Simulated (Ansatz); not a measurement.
`NC#[C][GeH3]` + `BC#CF` → `FC#[C][GeH3]` + `BC#CN`  (redistribution)

Program: Ansatz. Geometries: PBE0-D4/def2-TZVP. ΔE: electronic, gas phase. CCSD(T)/CBS is the MP2 limit (def2-TZVPP, def2-QZVPP) plus CCSD(T) − MP2 in def2-TZVPP, frozen cores. Functionals use def2-TZVPP. HSE06 is defined as in plane-wave codes. For Ge outer-core shells are correlated without core-valence functions, which leaves a few kJ/mol of doubt a bond. Scalar relativity is left out up to krypton. Each species was taken in one conformer, which may not be the lowest.

(1) Is it downhill or uphill in electronic energy at CCSD(T)/CBS, and by how much? (Estimate.)

(2) What do these levels give: HSE06-D4, ωB97X-V, PBE, r2SCAN, CAM-B3LYP, MP2/CBS(def2)? (An estimate is asked.)

Largest T1 diagnostic among the species: 0.015.

Results:

(1) Computed: Downhill: ΔE = -5.7 kcal/mol.

(2) Ansatz gave: HSE06-D4 -8.2, ωB97X-V -6.9, PBE -9.0, r2SCAN -8.5, CAM-B3LYP -7.8, MP2/CBS(def2) -5.0 kcal/mol.

From BLYP to BHLYP (50 % exact exchange), in def2-TZVPP and without D4, ΔE moves by +1.3 kcal/mol. Leaving LDA and LC-ωPBE aside and taking each functional with its dispersion term where it has one, the values, not all of them listed here, spread over 2.3 kcal/mol, from PBE-D4 to PBE-QIDH. LDA lies −1.2 kcal/mol from PBE without D4. At CCSD(T), def2-SVP lies −0.7 kcal/mol from the extrapolated value and def2-TZVPP −0.0 kcal/mol.
